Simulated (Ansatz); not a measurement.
`N=C(Br)[SiH2]O` + `[SiH3][SiH2]Cl` → `O[SiH2][SiH]([SiH3])Cl` + `N=CBr`  (formal exchange of groups at the Si–C bond)

Computed with Ansatz on PBE0-D4/def2-TZVP structures; ΔE is electronic, products minus reactants. CCSD(T)/CBS is the MP2 limit (def2-TZVPP, def2-QZVPP) plus CCSD(T) − MP2 in def2-TZVPP, frozen cores. Functionals use def2-TZVPP. For Br outer-core shells are correlated without core-valence functions, which leaves a few kJ/mol of doubt a bond. Scalar relativity is left out up to krypton. Each species was taken in one conformer, which may not be the lowest.

`N=C(Br)[SiH2]O`:

Z-matrix (Å, degrees):
```
Si
O 1 1.645
C 1 1.887 2 107.8
H 1 1.483 2 111.9 3 118.7
H 1 1.478 2 109.0 3 -116.9
H 2 0.958 1 118.6 3 -100.4
Br 3 1.936 1 110.5 2 179.1
N 3 1.248 1 130.9 2 -1.4
H 8 1.023 3 110.2 1 -0.1
```

`[SiH3][SiH2]Cl`:

Cartesian coordinates in Å:
```
Si 0.367 -0.786 -0.837
Si -0.487 0.698 0.755
Cl 1.090 1.685 1.651
H -0.754 -1.508 -1.498
H 1.259 -1.770 -0.172
H 1.136 -0.031 -1.860
H -1.370 1.721 0.140
H -1.241 -0.010 1.820
```

`O[SiH2][SiH]([SiH3])Cl`:

```xyz
12

O     0.743    1.746   -2.333
Si   -0.030    0.417   -1.739
Si   -0.119    0.561    0.604
Si   -0.466   -1.463    1.723
Cl    1.778    1.272    1.116
H     1.528    2.031   -1.859
H    -1.384    0.395   -2.347
H     0.678   -0.846   -2.094
H    -1.091    1.587    1.070
H    -0.403   -1.264    3.194
H     0.574   -2.440    1.309
H    -1.807   -1.995    1.357
```

`N=CBr`:

Z-matrix (Å, degrees):
```
C
N 1 1.245
Br 1 1.897 2 120.9
H 1 1.090 2 128.5 3 -180.0
H 2 1.020 1 110.9 3 180.0
```

| level | ΔE (kcal/mol) |
| --- | --- |
| PBE-D4 | 0.1 |
| SCS-MP2/def2-TZVPP | 4.5 |

(1) What does CCSD(T)/CBS give? (Estimate.)

Largest T1 diagnostic among the species: 0.012.

Results:

(1) The calculation gave: +3.1 kcal/mol. The listed levels differ from it by -3.0, 1.4 kcal/mol.

CCSD(T)/CBS has its own doubt, a few kJ/mol and more with outer-core shells, so smaller differences from it don't rank the levels.
